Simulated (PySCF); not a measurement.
**Ba (barium, neutral) across methods**

[Xe] 5d2, high-spin 3F determinant (an excited configuration). All numbers are calculated (PySCF 2.14, scalar relativity by spin-free X2C-1e, in aug-cc-pwCVTZ-X2C with one added diffuse shell each of s, p, d, f type (12s11p9d5f, 125 functions)).

```
 method  E (hartree)  mean ε 5p α (eV)  mean ε 5p β (eV)  mean ε 5d α (eV)  Σ⟨r²⟩ (bohr²)   ⟨S²⟩
r2SCAN0     -8134.64           -18.633           -18.027            -1.907          85.97  2.003
r2SCANh     -8134.66           -17.760           -17.224            -1.600          86.56  2.003
    LDA     -8127.63           -16.948           -16.520            -1.398          88.48  2.001
   PBE0     -8134.32           -18.389           -17.770            -1.901          87.16  2.002
    M06     -8134.81           -18.305           -17.737            -1.736          91.12  2.001
    UHF  -8131.54843           -22.600           -21.607            -3.130          89.42  2.006
    PBE     -8134.25           -16.785           -16.306            -1.410          88.91  2.001
 r2SCAN     -8134.67           -17.178           -16.689            -1.398          86.95  2.003
```

Spin-orbit coupling, absent here, splits the open shell strongly.
